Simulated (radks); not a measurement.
The numbers below are computed, except where a source is named.
Task: The mean radii <r> (bohr) of the occupied orbitals of an atom or ion are listed with their occupations. Code: a radial shooting solver on a logarithmic mesh with Libxc functionals. Model: Dirac Kohn-Sham, BLYP, spin-unpolarised, spherical densities, point nucleus.

| orbital | occ. | <r> |
|---|---|---|
| 1s1/2 | 2 | 0.03609 |
| 2s1/2 | 2 | 0.1577 |
| 2p1/2 | 2 | 0.1346 |
| 2p3/2 | 4 | 0.1391 |
| 3s1/2 | 2 | 0.4428 |
| 3p1/2 | 2 | 0.4382 |
| 3p3/2 | 4 | 0.4487 |
| 3d3/2 | 4 | 0.4300 |
| 3d5/2 | 6 | 0.4335 |
| 4s1/2 | 2 | 1.118 |
| 4p1/2 | 2 | 1.208 |
| 4p3/2 | 2 | 1.233 |
| 4d3/2 | 2 | 1.542 |
| 5p1/2 | 2 | 2.924 |

Name the element and its charge. Open shells, if any, fill j = l - 1/2 first.

Result: Z = 41, niobium, charge +3: Nb3+ in [Ar] 3d10 4s2 4p4 4d2 5p2. The 1s radius gives Z: for a bare nucleus <r> = (2 gamma + 1)/(2Z) with gamma = sqrt(1 - (Z/c)^2), 0.03547 bohr for Z = 41, and screening makes it slightly larger (0.03609 here). The occupations add up to 38, and the charge is Z minus that.
